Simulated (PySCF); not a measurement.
C3H3N. Atoms are numbered in the order given.

```xyz
7

C     -0.3584    -1.6119     0.0000
C      0.5044    -0.5856     0.0000
C      0.0919     0.7861     0.0000
N     -0.2255     1.9030     0.0000
H     -1.4394    -1.4519     0.0000
H      0.0045    -2.6422     0.0000
H      1.5857    -0.7581     0.0000
```

Geometry optimised at B3LYP-D3(BJ)/def2-SVP.

All values below come from PBE/def2-TZVPD in PySCF.

Isolated molecule, no solvent.

### Question
Estimate the frontier levels, gap, dipole moment and polarisability. (The exact figures need the calculation; the answer reports its results.)

### Answer

| Quantity | Value |
|---|---|
| highest occupied level | -7.34 eV |
| lowest empty level | -2.78 eV |
| orbital gap | 4.56 eV |
| dipole moment | 3.91 D |
| quadrupole, principal values (traceless, Buckingham form, about the centre of nuclear charge) | -4.55, -0.60, 5.15 D·Å |
| mean static polarisability | 44.1 bohr³ (6.53 Å³) |
| polarisability, principal values | 29.3, 37.4, 65.6 bohr³ |
